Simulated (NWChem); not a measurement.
# CH$_{4}$S$_{2}$Te; SMILES S[Te]SC

```xyz
8

Te     0.6567    -0.3777    -0.0719
S     -1.3060    -1.7879     0.0517
H     -1.2093    -2.0915     1.3664
S     -0.1705     1.7575     0.6312
C     -0.9780     2.4168    -0.8559
H     -0.2758     2.4970    -1.6966
H     -1.3342     3.4223    -0.5847
H     -1.8401     1.7972    -1.1379
```
Atoms are numbered in this order, from 1.

Computed with NWChem. Geometry: optimised at PBE0/def2-SVP (def2 core potentials past Kr).

**Question.** Estimate the computed values for PBE0/STO-3G (all-electron, non-relativistic). Quantities: highest occupied level (eV); orbital gap (eV); dipole (D).

**Answer.** 
```
Quantity                     Value
---------------------------  -----
highest occupied level (eV)  -3.88
orbital gap (eV)              6.31
dipole (D)                    1.59
```
